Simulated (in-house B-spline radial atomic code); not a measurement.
Orbital energies and mean radii along the 19-electron series, configuration [Ar] 3d1. The effective charge is n√(-2ε), a non-relativistic measure. Computed with an all-electron radial atomic-structure program (B-spline basis): non-relativistic Hartree-Fock, average of the configuration, point nuclei.

This level leaves out relativity, spin-orbit splitting included, which matters for heavy ions.

```
  ion   Z  energy of 3s (Eh)  mean radius of 3s (bohr)  energy of 2p (Eh)  mean radius of 2p (bohr)  energy of 3d (Eh)  mean radius of 3d (bohr)  energy of 1s (Eh)  mean radius of 1s (bohr)  effective charge of 3s
Ho48+  67             -164.4                   0.22885            -408.37                  0.080499            -150.48                   0.18796           -2034.64                  0.022628                  54.398
Er49+  68                  ?                         ?                  ?                         ?                  ?                         ?                  ?                         ?                       ?
Tm50+  69            -176.76                   0.22133            -437.44                   0.07799            -162.34                   0.18142           -2163.89                  0.021966                  56.406
Yb51+  70                  ?                         ?                  ?                         ?                  ?                         ?                  ?                         ?                       ?
Lu52+  71            -189.57                   0.21428            -467.52                  0.075632            -174.65                   0.17531           -2297.14                  0.021341                  58.414
Hf53+  72            -196.14                   0.21093            -482.93                  0.074506            -180.97                   0.17241           -2365.26                  0.021042                  59.418
Ta54+  73            -202.82                   0.20767             -498.6                  0.073413             -187.4                   0.16961           -2434.39                  0.020751                  60.421
```

Fill in the row of Er49+.

energy of 3s (Eh): -170.52; mean radius of 3s (bohr): 0.22503; energy of 2p (Eh): -422.78; mean radius of 2p (bohr): 0.079224; energy of 3d (Eh): -156.36; mean radius of 3d (bohr): 0.18463; energy of 1s (Eh): -2098.76; mean radius of 1s (bohr): 0.022292; effective charge of 3s: 55.402.

Fill in the row of Yb51+.

energy of 3s (Eh): -183.11; mean radius of 3s (bohr): 0.21775; energy of 2p (Eh): -452.36; mean radius of 2p (bohr): 0.076793; energy of 3d (Eh): -168.44; mean radius of 3d (bohr): 0.17831; energy of 1s (Eh): -2230.01; mean radius of 1s (bohr): 0.021649; effective charge of 3s: 57.41.

How does the screening of 3s change?

Z less the effective charge goes from 12.60 at Z = 67 to 12.58 at Z = 73.
